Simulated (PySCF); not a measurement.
## N 1s core levels and what the atom is bonded to

Gas-phase molecules, one conformer each, relaxed by PBE0-D3(BJ)/def2-SVP with no frequency check. Core levels by delta-SCF with SCAN, pcX-2 on the ionised atom and pcseg-1 elsewhere, spin-free X2C; energies from the vacuum level.

```csv
structure (SMILES),N bonded to,mean electronegativity of these (Pauling),N 1s (eV)
[F][GeH]([F])[N]([SiH3])[SiH3],1 Ge + 2 Si,1.94,404.50
Cl[SiH2][N]([GeH3])[GeH3],2 Ge + 1 Si,1.97,403.80
[SiH3]N([SiH3])P,1 P + 2 Si,2.00,404.21
[NH2][Ge]([NH2])([NH2])[Cl],1 Ge + 2 H,2.14,404.77
O=P(O)(O)NB(O)O,1 B + 1 P + 1 H,2.14,?
CN(C)C(C)(F)[SiH3],3 C,2.55,405.03
```

Problem. Fit a straight line to the complete rows and predict the core level of N in O=P(O)(O)NB(O)O, bonded to 1 B + 1 P + 1 H.

Solution. E = 401.355 + 1.465·χ (5 points, rms 0.27 eV, correlation 0.771). At 2.14 this gives 404.49 eV; the calculation itself gave 405.59 eV, so the fit is off by 1.10. The points scatter widely, so the line says little.

For scale, for O=P(O)(O)NB(O)O: hardware: 1 thread of Intel Xeon 6975P-C (x86_64), shared host; wall time 27 s, peak memory 0.67 GiB, launched as `OMP_NUM_THREADS=1 python cluster_run.py task.json out`.
